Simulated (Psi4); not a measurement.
Relaxed torsion scan: CH₈GeOSi₂, SMILES O=C[SiH2][SiH2][GeH3]. Scanned: dihedral C2–Si3–Si4–Ge5; all other coordinates were relaxed at GFN2-xTB. GFN2-xTB can order the conformers of Si and Ge chains otherwise than DFT does. Points at φ and −φ are mirror images.

Geometry of the scan point at -40° (Å):
```
13

O      1.1676     1.2060    -0.9236
C      1.8748     0.3017    -0.5454
Si     1.3592    -0.8351     0.9160
Si    -0.9405    -0.5759     0.7864
Ge    -1.3630     1.6756     0.3116
H      2.8378     0.1333    -1.0695
H      2.0366    -2.1088     0.6498
H      2.0504    -0.2420     2.0671
H     -1.5867    -0.9898     2.0403
H     -1.4966    -1.4589    -0.2497
H     -1.4541     2.0694    -1.1242
H     -2.7021     2.1174     0.8679
H     -0.4078     2.6323     0.9537
```

Method: DF-MP2 (frozen core)/cc-pVTZ // GFN2-xTB in Psi4 1.11.

Scanned values (°): -160, -140, -120, -100, -80, -60, -40, -20, 0, 20, 40, 60, 80, 100, 120, 140, 160, 180.

Task: Locate the minima and the barriers on this grid.

Result: Lower than their neighbours: -80° (0.001 eV), -40° (0.006 eV), 40° (0.006 eV), 80° (0.001 eV), 180° (0.000 eV). Higher than their neighbours: -120° (0.051 eV), -60° (0.010 eV), 0° (0.024 eV), 60° (0.010 eV), 120° (0.051 eV). The whole profile spans 0.051 eV.
